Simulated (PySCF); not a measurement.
Compound: CdMeBr, CH₃BrCd (singlet state).
SMILES: `[CH3][Cd][Br]`

Method: PySCF, PBE0-D3(BJ)/def2-SVP geometry optimisation, gas phase, def2 core potentials past Kr.

Take the most abundant isotopes and a rigid rotor. 

What are A, B and C (cm⁻¹)?

Ia = 3.24, Ib = 417.94, Ic = 417.95 u·Å²; 505379 MHz·u·Å²/I gives 156113, 1209 and 1209 MHz, that is A = 5.20737, B = 0.04034, C = 0.04033 cm⁻¹.

What kind of rotor is it?

A prolate symmetric top, as the point group C3v requires two equal moments. Ray's parameter κ = (2B − A − C)/(A − C) = -1.000; −1 is the prolate and +1 the oblate limit.

Where do the R-branch lines fall?

The dipole of 2.93 D lies along the symmetry axis, so ΔK = 0 and J+1 ← J falls at 2B(J+1) for every K: 2.42 GHz, 4.84 GHz, 7.26 GHz, 9.67 GHz, 12.09 GHz for J = 0 to 4.

Estimate the classical rotational partition function at 298.15 K and 500 K.

Point group C3v, symmetry number σ = 3; q = (√π/σ)·√((kT/h)³/(ABC)), k/h = 20836.6 MHz/K: 19100 at 298.15 K, 41600 at 500 K.

No PBE0-D3(BJ)/def2-SVP frequencies stand behind this structure, so it isn't proved a minimum. Zero-point vibration and centrifugal distortion are left out.
